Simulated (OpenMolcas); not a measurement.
Fe III: effect of the active space

```yaml
Program: OpenMolcas
Method: SS-CASPT2 or its RAS form, IPEA 0.25 Eh, imaginary shift 0.1 Eh
Basis: ANO-RCC-VTZP
Scalar_Hamiltonian: DKH2, point nucleus
Spin-orbit_coupling: state interaction with AMFI integrals over the reference wave functions, term energies averaged over their components
```

A. 6 electrons in 5 orbitals (3d); 2S+1 = 5 even, 5 roots; 2S+1 = 3 even, 45 roots; 2S+1 = 1 even, 50 roots; closed shells correlated: 3s 3p; CASPT2 step of the order of 20 core-seconds
B. 6 electrons in 6 orbitals (3d 4s); 2S+1 = 7 even, 1 root; 2S+1 = 5 even, 30 roots; 2S+1 = 3 even, 121 roots (98 in the spin-orbit step); 2S+1 = 1 even, 89 roots kept (CI in the orbitals of an earlier block, 69 in the spin-orbit step); closed shells correlated: 3s 3p; CASPT2 step roughly 40 core-seconds
C. 12 electrons in 8 orbitals (RAS1 3p, at most 2 holes; RAS2 3d); 2S+1 = 5 even, 5 roots; 2S+1 = 3 even, 45 roots; 2S+1 = 1 even, 44 roots; closed shells correlated: 3s; CASPT2 step of the order of 70 core-seconds
D. 6 electrons in 9 orbitals (RAS2 3d 4s; RAS3 4p, at most 2 electrons); 2S+1 = 5 even, 30 roots; 2S+1 = 7 even, 1 root kept (CI in the orbitals of an earlier block); 2S+1 = 3 even, 87 roots kept (CI in the orbitals of an earlier block); 2S+1 = 1 even, 89 roots kept (CI in the orbitals of an earlier block); 2S+1 = 5 odd, 54 roots (3 in the spin-orbit step); 2S+1 = 7 odd, 3 roots kept (CI in the orbitals of an earlier block); 2S+1 = 3 odd, 40 roots kept (CI in the orbitals of an earlier block, 0 in the spin-orbit step); 2S+1 = 1 odd, 11 roots kept (CI in the orbitals of an earlier block, 0 in the spin-orbit step); closed shells correlated: 3s 3p; CASPT2 step of the order of 4 core-minutes

Energies in cm⁻¹ above 3d⁶ ⁵D₄, the measured ground level; measured values from Corliss and Sugar, J. Phys. Chem. Ref. Data 11, 135 (1982).

```
     Level      A      B      C      D  Measured
   3d⁶ ⁵D₄    0.0    0.0    0.0    0.0       0.0
   3d⁶ ⁵D₃    438    479    441    481       436
   3d⁶ ⁵D₂    745    814    750    817       739
   3d⁶ ⁵D₁    943   1028    948   1031       932
   3d⁶ ⁵D₀   1040   1134   1046   1137      1027
3d⁶ ³P₂(1)  19420  19090  19820  18880     19405
   3d⁶ ³H₆  20310  20100  20070  19990     20051
   3d⁶ ³H₅  20530  20330  20300  20230     20301
   3d⁶ ³H₄  20690  20490  20460  20380     20482
3d⁶ ³P₁(1)  20690  20460  21120  20300     20688
3d⁶ ³P₀(1)  21230  21030  21670  20890     21208
3d⁶ ³F₄(1)  21670  21370  21760  21180     21462
3d⁶ ³F₃(1)  21890  21600  22010  21430     21700
3d⁶ ³F₂(1)  22040  21770  22200  21600     21857
   3d⁶ ³G₅  24880  24510  24840  24290     24559
   3d⁶ ³G₄  25250  24920  25230  24710     24941
   3d⁶ ³G₃  25440  25110  25410  24910     25142
   3d⁶ ¹I₆  30850  30740  30540  30290     30356
   3d⁶ ³D₁  31130  30600  31380  30210     30726
   3d⁶ ³D₂  31150  30610  31400  30210     30716
   3d⁶ ³D₃  31280  30750  31530  30370     30858
3d⁶ ¹G₄(1)  31630  31270  31520  30120     30886
   3d⁶ ¹F₃  43540  42980  43880  42310     42897
3d⁶ ³P₀(2)  50730  49600  50910  48560     49148
```

Deviations, from unrounded energies. A percentage is the sum of absolute deviations over the sum of measured energies, with the sign that they share, or ± where signs differ.

```json
{"Against measurement": "mean absolute deviation (cm-1)", "Levels": "23", "A": "300", "B": "140", "C": "380", "D": "300"}
{"Against measurement": "fine structure of the ground term (%)", "Levels": "4", "A": "+1.0", "B": "+10.2", "C": "+1.6", "D": "+10.6"}
{"Against measurement": "other terms of the ground configuration (%)", "Levels": "19", "A": "+1.4", "B": "±0.6", "C": "±1.7", "D": "-1.3"}
```

B lies closest to measurement on these levels and C furthest from it. The largest miss of B in the table is 3d⁶ ³P₀(2), by +450 cm-1. The ranking rests on the paired levels alone, and a cruder setting can come out closer through cancelling errors.

The spin-orbit steps hold different terms of 3d⁶ (B lacks a ¹D, a ¹S; C lacks a ¹D, a ¹S; D lacks a ¹D, a ¹S), which shifts levels as well.

The two smallest mean deviations differ by little beside CASPT2's spread within terms, so their order carries little weight.

Among A to D the level of the table that moves most is 3d⁶ ³P₀(2), by 2300 cm-1 (lowest in D, highest in C). Moves below CASPT2's spread within the term are not significant.

CASPT2 does not keep the components of a term degenerate, so their means are used; among the terms shown or strongly mixed into the levels shown the widest spread is 1500 cm-1 (3d⁶ ¹G(1), D). Over all roots computed the reference weight is 0.87 to 0.95 in D; the roots of lowest weight are the least certain, and an intruder state may touch them. The CASPT2 spread within a term exceeds the gap to the next term for 3d⁶ ³D and 3d⁶ ¹I, so the order of their levels is uncertain (figures for B; the like holds for C, D). Some high roots are left out of the spin-orbit mixing, which shifts the levels that they would mix with (holds for B; D). Terms from blocks run as CI alone lack orbitals of their own (holds for B; D). Active for correlation alone: 3p; no level in the range computed is led by a configuration that opens it, so any true level of that kind is missing (holds for C). Measured partners are found by configuration, term and J. A level has none where our copy of the source lacks it or the pairing is in doubt (some pairs that miss far off the trend of their configuration count as doubtful), and it then counts in no deviation. Levels of configurations outside the active space are missing. The table leaves out levels that lie high or whose names do not pair safely across all columns.

A number in round brackets counts repeated terms of one configuration in the order of the reference energies.
